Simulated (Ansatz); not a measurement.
AlMe2(sacsac) (C7H13AlS2), relaxed as a singlet with RKS PBE-D4/def2-SVP in Ansatz, starting from the GFN2-xTB geometry. Force threshold 0.03 eV/Å.

Start:

```xyz
23

Al    1.188    0.190    1.357
C    -0.231   -1.004    2.103
H    -1.088   -1.227    1.456
H    -0.648   -0.583    3.024
H     0.195   -1.974    2.387
C     2.883    0.953    2.049
H     3.407    1.575    1.312
H     3.593    0.180    2.359
H     2.724    1.587    2.927
S     0.064    2.010    0.365
C    -1.055    1.165   -0.599
C    -2.352    1.888   -0.795
C    -0.886   -0.051   -1.243
C     0.214   -0.885   -1.419
C     0.045   -2.017   -2.387
S     1.758   -0.755   -0.734
H    -2.913    1.500   -1.642
H    -2.960    1.785    0.103
H    -2.164    2.950   -0.936
H    -1.757   -0.371   -1.808
H    -0.370   -1.663   -3.330
H    -0.645   -2.753   -1.975
H     0.999   -2.501   -2.573
```

(1) Estimate the energy that the relaxation releases and the steps that it takes.

(2) Does the start keep its bonding?

(3) Predict the relaxed structure.

## Answers

(1) 5.6 kcal/mol, in 7 steps; 17 s on 2 threads of AMD EPYC 7R13 on a shared host and a share (18 GiB) of an NVIDIA H100 80GB HBM3. No frequencies were taken in this run, so the end may be a saddle point.

(2) By distances, no bond broke or formed. The bond that changes most is Al1–C2, from 2.00 to 1.97 Å (atoms count from 1).

(3) 
```xyz
23

Al    1.180    0.178    1.373
C    -0.034   -0.975    2.415
H    -0.928   -1.287    1.835
H    -0.398   -0.457    3.329
H     0.478   -1.902    2.754
C     2.863    0.902    2.101
H     3.420    1.523    1.370
H     3.542    0.086    2.430
H     2.672    1.533    2.996
S    -0.053    1.932    0.424
C    -1.142    1.139   -0.641
C    -2.391    1.932   -0.940
C    -0.985   -0.096   -1.297
C     0.139   -0.931   -1.482
C     0.031   -1.975   -2.568
S     1.643   -0.895   -0.672
H    -2.913    1.571   -1.847
H    -3.092    1.858   -0.081
H    -2.151    3.008   -1.054
H    -1.844   -0.370   -1.934
H    -0.443   -1.566   -3.483
H    -0.614   -2.808   -2.210
H     1.019   -2.401   -2.819
```
Bond lengths: 4 × C–C 1.41 to 1.51 Å; 2 × Al–C 1.97 Å; 2 × C–S 1.71 to 1.72 Å; 2 × Al–S 2.35 Å; 13 × C–H 1.10 to 1.11 Å.
